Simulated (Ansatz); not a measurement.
Isolated molecules relaxed with PBE0-D4/def2-TZVP in Ansatz; ΔE leaves out vibrations. CCSD(T)/CBS is the MP2 limit (def2-TZVPP, def2-QZVPP) plus CCSD(T) − MP2 in def2-TZVPP, frozen cores. Functionals use def2-TZVPP. B3LYP here is the variant with VWN-RPA as its local correlation; programs differ in this. For Br, Ge outer-core shells are correlated without core-valence functions, which leaves a few kJ/mol of doubt a bond. Scalar relativity is left out up to krypton. Each species was taken in one conformer, which may not be the lowest.

Reaction (formal exchange of groups at a Ge–C bond): `[GeH3][CH2]CBr` + `B[CH2][AlH2]` → `B[CH2][AlH][GeH3]` + `CCBr`

| level | ΔE (kJ/mol) | difference from CCSD(T)/CBS |
| --- | --- | --- |
| PBE-D4 | -58.1 | -10.4 |
| B3LYP-D4 | -51.1 | -3.4 |
| ωB97X-V | -47.8 | -0.1 |
| r2SCAN | -54.9 | -7.2 |
| PBE0 | -57.7 | -10.0 |
| B3LYP | -52.9 | -5.2 |
| HF/def2-TZVPP | -46.0 | 1.7 |
| SCS-MP2/def2-TZVPP | -40.3 | 7.4 |
| SCS-MP2/def2-QZVPP | -40.6 | 7.1 |
| HF/CBS(def2) | -45.5 | 2.2 |
| CCSD(T)/CBS | -47.7 | 0 |

Largest T1 diagnostic among the species: 0.012.
